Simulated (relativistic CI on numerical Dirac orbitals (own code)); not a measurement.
# Energy levels of Tl28+

Computed by Dirac-Coulomb-Breit CI, KLI orbitals optimised for each configuration, model QED, unscaled Slater integrals (own radial code, finite nucleus).

Configurations in the expansion (outside the closed core [Ar] 3d10 4p6 4d10): 4s2.4f7, 4s2.4f6.5s, 4s2.4f5.5s2, 4s.4f8, 4f9. Levels of other configurations are missing.

```
No.  Configuration  Term     J  E (cm⁻¹)   %  Next component (%)
 41        4s2.4f7   6G°   3/2  166979.6  32              29 6F°
 42        4s2.4f7   4N°  17/2  166987.3  35              28 4L°
 43        4s2.4f7   4H°   9/2  168923.7  23              18 6G°
 44        4s2.4f7   4F°   5/2  170169.3  22              22 6H°
 45        4s2.4f7   4H°   9/2  171145.6  29              21 6F°
 46        4s2.4f7   6F°   3/2  173544.9  18              16 2P°
 47        4s2.4f7   2F°   7/2  175483.9  16              15 4F°
 48        4s2.4f7   4H°  11/2  176389.8  29              20 4G°
 49        4s2.4f7   4L°  19/2  176684.9  57              32 4N°
 50        4s2.4f7   6H°  15/2  176708.8  29              19 2L°
 51        4s2.4f7   4I°  11/2  177595.9  25              16 2I°
 52        4s2.4f7   6G°   7/2  177944.5  26              22 4G°
 53        4s2.4f7   4D°   3/2  179442.0  34              17 4S°
 54        4s2.4f7   4H°  13/2  180810.2  36              31 4I°
 55        4s2.4f7   4I°  15/2  182496.9  33              31 4K°
 56        4s2.4f7   4L°  17/2  182683.8  34              30 2L°
 57        4s2.4f7   2H°   9/2  183089.6  20              18 4I°
 58        4s2.4f7   4D°   1/2  183146.7  66              26 6F°
 59        4s2.4f7   4I°  13/2  183442.0  47              17 4H°
 60        4s2.4f7   4G°   5/2  185998.0  25              22 2F°
 61        4s2.4f7   4H°  11/2  186003.7  26              16 4I°
 62        4s2.4f7   4G°   7/2  186237.3  39              15 2F°
 63        4s2.4f7   4G°   9/2  187300.8  32              18 4I°
 64        4s2.4f7   2Q°  23/2  188427.2  63              30 4N°
 65        4s2.4f7   4K°  13/2  189736.1  26              23 4L°
 66        4s2.4f7   4G°   5/2  190907.2  50              13 6F°
 67        4s2.4f7   4K°  11/2  191222.4  26              13 4G°
 68        4s2.4f7   4M°  19/2  191460.5  32              22 2N°
 69        4s2.4f7   6H°  13/2  191632.5  30              15 2I°
 70        4s2.4f7   4L°  17/2  195407.2  48              18 4K°
```

Energies count from the lowest computed level; ° marks odd parity.

The mean weight of the leading LS term, summed over parents, in these 30 levels is 34 %, and that of the leading jj configuration (from the same eigenvectors) 58 %, so jj coupling describes them better and the LS labels are nominal.

At this charge energies of transitions that change n are usually good to better than 1 %, and those within a shell (Δn = 0) to a few per cent. Terms inside the open d or f shell come out 10 to 20 % too wide with unscaled integrals.

LS names give the leading component of a level, which can be under half, so a name can repeat, a term be missing and a line seem to break the LS rules.
